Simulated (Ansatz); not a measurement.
Geometry optimisation, RKS PBE0/6-31G* (Ansatz).

The input (input.yaml):

```yaml
crystal:
  periodic: [false, false, false]
  atoms:
    - { symbol: Al, position_ang: [0.0, 0.0, 0.0] }
    - { symbol: "N", position_ang: [0.0, 0.0, 1.92] }
    - { symbol: H, position_ang: [-0.877, -0.2713, 2.45] }
    - { symbol: H, position_ang: [0.877, 0.2713, 2.45] }
    - { symbol: F, position_ang: [1.4635, 0.0, -0.845] }
    - { symbol: Cl, position_ang: [-1.9312, 0.0, -1.115] }
basis:
  gaussian: { orbitals: "6-31G*" }
hamiltonian:
  xc: pbe0
relax:
  f_tol: 0.02
  max_steps: 40
```

Launched with:

```bash
$ ansatz run input.yaml --threads 1 --pin off --max-ram 2048MiB --backend cpu --events-out ev --progress --plain --runs-dir out
```

Q: Where does it end, and by what steps?

A: It converged. After 6 steps the energy has fallen by 0.642 eV; H4 moved furthest, 0.23 Å.

| step | energy less start (eV) | largest force component (eV/Å) | accepted |
| --- | --- | --- | --- |
| 0 | 0.0000 | 1.990 | yes |
| 1 | -0.5368 | 1.359 | yes |
| 2 | -0.6151 | 0.744 | yes |
| 3 | -0.6369 | 0.349 | yes |
| 4 | -0.6406 | 0.162 | yes |
| 5 | -0.6415 | 0.055 | yes |
| 6 | -0.6416 | 0.019 | yes |

```xyz
6
Properties=species:S:1:pos:R:3
Al -0.014 0.008 0.057
N -0.010 -0.002 1.814
H -0.843 -0.063 2.380
H 0.820 0.054 2.386
F 1.398 0.107 -0.785
Cl -1.819 -0.104 -0.993
```

Whether the end is a true minimum wasn't checked by a vibrational analysis.

Time of the run: 19 s on 1 thread of Arm Neoverse V2 (shared host), peak memory 0.16 GiB.
